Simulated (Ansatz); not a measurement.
A nudged elastic band was laid between two geometries of C2H7NSeSi (12 atoms, charge 0, multiplicity 1).

The calculation used RHF/def2-SVP (Ansatz).

```
movable images  : 7
climbing image  : yes
spring          : 5.0 eV/Å²
optimiser       : quadratic models (default)
start path      : IDPP
force threshold : 0.05 eV/Å
iteration limit : 60
end points      : relaxed
```

Image 0:

```xyz
12
Properties=species:S:1:pos:R:3
C -1.166 0.504 0.689
C 0.028 -0.421 0.683
Se 0.254 -1.529 2.258
N 0.880 -0.561 -0.206
Si 1.250 0.076 -1.773
H -1.110 1.181 1.543
H -2.085 -0.075 0.781
H -1.204 1.089 -0.227
H -0.910 -1.060 2.996
H 0.312 1.129 -2.246
H 1.218 -1.041 -2.740
H 2.609 0.654 -1.724
```

Image 8:

```xyz
12
Properties=species:S:1:pos:R:3
C -1.352 -0.336 0.398
C 0.092 -0.121 0.787
Se 0.513 -0.361 2.664
N 1.040 0.189 0.054
Si 1.350 0.534 -1.615
H -1.994 0.353 0.947
H -1.659 -1.351 0.650
H -1.490 -0.176 -0.670
H -0.826 -0.704 3.123
H 1.941 1.886 -1.701
H 0.145 0.496 -2.486
H 2.317 -0.465 -2.116
```

Q: What changes between the two ends?

A: No bond is made or broken. The dihedral C2–N4–Si5–H10 goes from 1 to 123°. The two ends are copies of one structure, up to a mirror image or an exchange of like atoms.

Q: What energy profile does the band end with?

A: It converged. The highest image is number 4 of 0 to 8, 0.029 eV above the ends, which have the same energy within 2 meV. A vibrational analysis at the climbing image gives one clearly imaginary mode, 67i cm⁻¹: a first-order saddle point.

| image | path coordinate (Å) | energy (eV) | dihedral C2–N4–Si5–H10 (°) |
| --- | --- | --- | --- |
| 0 | 0.00 | 0.000 | 1 |
| 1 | 0.53 | 0.006 | 16 |
| 2 | 1.07 | 0.017 | 31 |
| 3 | 1.60 | 0.026 | 46 |
| 4 | 2.14 | 0.029 | 61 |
| 5 | 2.68 | 0.025 | 77 |
| 6 | 3.22 | 0.015 | 92 |
| 7 | 3.77 | 0.004 | 107 |
| 8 | 4.31 | 0.000 | 123 |

Q: What is the geometry of the highest image?

A: 
```xyz
12
Properties=species:S:1:pos:R:3
C -1.317 -0.023 0.448
C 0.140 -0.254 0.774
Se 0.527 -0.842 2.579
N 1.117 -0.111 0.024
Si 1.325 0.379 -1.631
H -1.733 0.738 1.109
H -1.885 -0.942 0.597
H -1.436 0.302 -0.584
H -0.842 -0.869 3.075
H 0.833 1.764 -1.838
H 0.587 -0.524 -2.551
H 2.760 0.328 -1.968
```

Time of the run: 2.5 min on 2 threads of Arm Neoverse V1, on a shared host, peak memory 0.32 GiB.
